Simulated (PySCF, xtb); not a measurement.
Si(H)(F)(Et)(OH) (C2H7FOSi), SMILES CC[SiH](O)F.

GFN2-xTB (xtb) at its own geometry gives an orbital gap of 6.70 eV and a dipole moment of 3.42 D.

Geometry: PBE0-D3(BJ)/def2-SVP. This is a generated structure with no PubChem entry under its InChIKey; it may be hypothetical. One conformer was computed; it need not be the lowest.

### Question
What does PBE/def2-TZVP in PySCF give? (Estimate from the structure and the level; the computed values follow.)

### Answer
gap 6.80 eV (levels -7.08 and -0.27 eV), dipole 2.19 D.
